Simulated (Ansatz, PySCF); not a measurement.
Ways to break one bond of CN(C)C [N,N-dimethylmethanamine]:

A. CN(C)C [N,N-dimethylmethanamine] → C[N]C + [CH3] (CH3)
B. CN(C)C → [CH2]N(C)C + H atom

Quantity: bond dissociation energy (enthalpy at 298 K, with B3LYP-D3(BJ) rigid-rotor harmonic-oscillator terms), kcal/mol. Structures are relaxed separately at B3LYP-D3(BJ)/def2-TZVP in Ansatz (a quantum-chemistry and plane-wave program), one conformer each, not searched for the lowest. Frequencies are from Ansatz or PySCF. Cores are frozen in the correlated levels unless marked. UHF or UKS for open shells. No spin-orbit coupling. Non-relativistic. CBS(X,Y): correlation extrapolated as X^-3; Hartree-Fock from the larger set. The bracket is a focal-point correction in the basis named.

|  | PBE-D3(BJ)/def2-TZVPD (Ansatz + dftd3) | M06-2X/def2-TZVPD (PySCF) | HSE06-D3(BJ)/def2-TZVPD (Ansatz + dftd3) | RI-MP2/CBS(cc-pVTZ,cc-pVQZ)+[CCSD(T)-MP2]/cc-pVDZ (Ansatz) |
|---|---|---|---|---|
| A | 76.6 | 80.0 | 75.2 | 80.4 |
| B | 86.8 | 91.6 | 87.9 | 94.1 |
